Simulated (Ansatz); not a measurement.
Consider the substitution at a C–Si bond: `NC[SiH](Cl)Cl` + `[OH][InH2]` → `NC[O][InH2]` + dichlorosilane.

Program: Ansatz. Geometries: PBE0-D4/def2-TZVP. ΔE: electronic, gas phase. CCSD(T)/CBS adds triple-zeta CCSD(T) − MP2 to the extrapolated MP2 energy (def2 sets, frozen cores). Functionals use def2-TZVPP. def2 core potentials past Kr. For In outer-core shells are correlated without core-valence functions, which leaves a few kJ/mol of doubt a bond. Each species was taken in one conformer, which may not be the lowest.

`NC[SiH](Cl)Cl`:

Cartesian coordinates in Å:
```
N -0.237 0.462 -1.527
C -0.020 0.866 -0.143
Si 0.166 -0.548 1.073
Cl -1.534 -1.695 0.995
Cl 1.753 -1.706 0.480
H 0.534 -0.108 -1.856
H -1.074 -0.103 -1.605
H 0.874 1.496 -0.086
H -0.851 1.500 0.184
H 0.388 -0.164 2.485
```

`[OH][InH2]`:

```xyz
5

O     0.296    0.170    1.355
In    0.066   -0.221   -0.584
H    -0.363    0.775    1.703
H    -1.260    0.574   -1.326
H     1.261   -1.298   -1.149
```

`NC[O][InH2]`:

```xyz
10

N     1.742   -0.698   -0.456
C     0.799    0.363   -0.262
O    -0.524    0.015   -0.586
In   -2.075    0.262    0.636
H     1.705   -1.022   -1.415
H     1.514   -1.488    0.136
H     1.107    1.199   -0.904
H     0.887    0.700    0.782
H    -1.615    0.869    2.170
H    -3.539   -0.202   -0.101
```

`Cl[SiH2]Cl`:

Cartesian coordinates in Å:
```
Cl -1.551 0.914 -0.783
Si 0.038 -0.129 -0.042
Cl 0.988 0.967 1.393
H 0.988 -0.381 -1.143
H -0.463 -1.372 0.574
```

| level | ΔE (kJ/mol) |
| --- | --- |
| PBE | 54.0 |
| CCSD/def2-TZVPP | 52.0 |
| SCS-MP2/def2-QZVPP | 55.9 |
| HF/CBS(def2) | 38.0 |

(1) What does CCSD(T)/CBS give? (Estimate.)

Largest T1 diagnostic among the species: 0.017.

Answers

(1) Computed: +57.9 kJ/mol. The listed levels differ from it by -3.9, -5.9, -2.0, -19.9 kJ/mol.

In def2-TZVPP, CCSD(T) changes the Hartree–Fock value by +14.8 kJ/mol (the triples alone add +1.1 kJ/mol) and MP2 by +21.4 kJ/mol. The D4 term adds +7.1 kJ/mol with B3LYP and +4.0 kJ/mol with PBE0; it sums over pairs of atoms, weighted by their polarisabilities, and B3LYP, whose exchange is more repulsive, gets the larger term.

B3LYP here is the variant with VWN-RPA as its local correlation; programs differ in this.
